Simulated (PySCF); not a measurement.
Compound: C5H5FO3.
Bonds: C1–O2, O2–C3, C3–C4 (double), C4–F5, C4–O6, O6–C7, C7–C8 (double), C8–O9, C3–O9. Hydrogens: H10, H11, H12 on C1; H13 on C7; H14 on C8.

The closed-shell SCF was solved with PySCF and density fitting under several settings on one GFN2-xTB geometry (grid level 2 and gas phase unless stated).

```json
{"settings": "B3LYP/def2-SVPD, grid level 4, damping 0.1 at the start, DIIS from the seventh cycle", "basis functions": "232", "SCF cycles": "22", "E (Eh)": "-518.5979", "HOMO (eV)": "-5.43", "LUMO (eV)": "-0.34", "dipole (D)": "3.21"}
{"settings": "PBE0/STO-3G, energy threshold 1e-08 Eh", "basis functions": "50", "SCF cycles": "10", "E (Eh)": "-511.5563", "HOMO (eV)": "-2.03", "LUMO (eV)": "3.20", "dipole (D)": "1.94"}
```

Question: Estimate the row for these settings: revPBE/6-31++G**.

Answer: 
```json
{"settings": "revPBE/6-31++G**", "basis functions": "192", "SCF cycles": "17", "E (Eh)": "-518.8137", "HOMO (eV)": "-4.16", "LUMO (eV)": "-0.90", "dipole (D)": "3.08"}
```

Question: Over all rows, what range does the HOMO–LUMO gap span?

Answer: From 3.26 eV (revPBE/6-31++G**) to 5.23 eV (PBE0/STO-3G, energy threshold 1e-08 Eh). The functional of the narrowest has no exact exchange, that of the widest 25 % exact exchange.

Whole jobs, the steps after the SCF included, on one thread, AMD EPYC 7571 (x86_64) (shared host):

| settings | work after the SCF | wall time | peak memory |
| --- | --- | --- | --- |
| B3LYP/def2-SVPD, grid level 4, damping 0.1 at the start, DIIS from the seventh cycle | 12 singlets by full TDDFT, 2 Tamm–Dancoff triplets, polarisability | 3.7 min | 0.97 GiB |
| PBE0/STO-3G, energy threshold 1e-08 Eh | spin–spin couplings from 6 perturbed nuclei, spin–dipole term for 1 of them | 10 s | 0.49 GiB |
| revPBE/6-31++G** | shieldings, ring-centre shieldings, charges and field gradients | 97 s | 0.64 GiB |

Cycle counts include a coarse-grid stage where the run had one. All basis functions are spherical, in the Pople sets too.

The values belong to the conformer `[CH3:1][O:2][C:3]1=[C:4]([F:5])[O:6][CH:7]=[CH:8][O:9]1`: C1–O2–C3–C4 168°.
